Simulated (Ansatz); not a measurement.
`N[SiH](O)O`. Charge 0, multiplicity 1. The geometry is a stationary point of PBE0-D4/def2-TZVP. It is one conformer, not always the lowest.

```xyz
9

N    -0.214    0.613   -1.077
Si    0.408   -0.346    0.200
O    -0.678   -1.542    0.479
O     0.709    0.662    1.458
H     0.243    1.479   -1.319
H    -0.586    0.166   -1.900
H     1.684   -1.054   -0.014
H    -1.603   -1.292    0.511
H     0.037    1.314    1.663
```

Problem. What is the dipole moment at ωB97M-V/def2-TZVPP? (Estimate.)

Solution. Ansatz gave: 3.06 D, with components (-1.93, 1.87, -1.46) D in this frame, pointing from negative to positive charge.

Problem. And with PBE, r2SCAN, B3LYP? (An estimate is asked.)

Solution. Computed: PBE 2.99 D, r2SCAN 3.04 D, B3LYP 3.03 D.

Problem. Give the Mulliken charges with ωB97M-V, B3LYP, PBE in def2-TZVPP. (Estimate.)

Solution. Computed: 
```json
{"atom": "N1", "ωB97M-V": "-0.39", "B3LYP": "-0.42", "PBE": "-0.41"}
{"atom": "Si2", "ωB97M-V": "0.65", "B3LYP": "0.70", "PBE": "0.57"}
{"atom": "O3", "ωB97M-V": "-0.38", "B3LYP": "-0.40", "PBE": "-0.36"}
{"atom": "O4", "ωB97M-V": "-0.38", "B3LYP": "-0.40", "PBE": "-0.36"}
{"atom": "H5", "ωB97M-V": "0.12", "B3LYP": "0.14", "PBE": "0.15"}
{"atom": "H6", "ωB97M-V": "0.12", "B3LYP": "0.14", "PBE": "0.15"}
{"atom": "H7", "ωB97M-V": "-0.07", "B3LYP": "-0.12", "PBE": "-0.11"}
{"atom": "H8", "ωB97M-V": "0.17", "B3LYP": "0.18", "PBE": "0.18"}
{"atom": "H9", "ωB97M-V": "0.17", "B3LYP": "0.18", "PBE": "0.18"}
```

B3LYP here is the variant with VWN-RPA as its local correlation; programs differ in this.
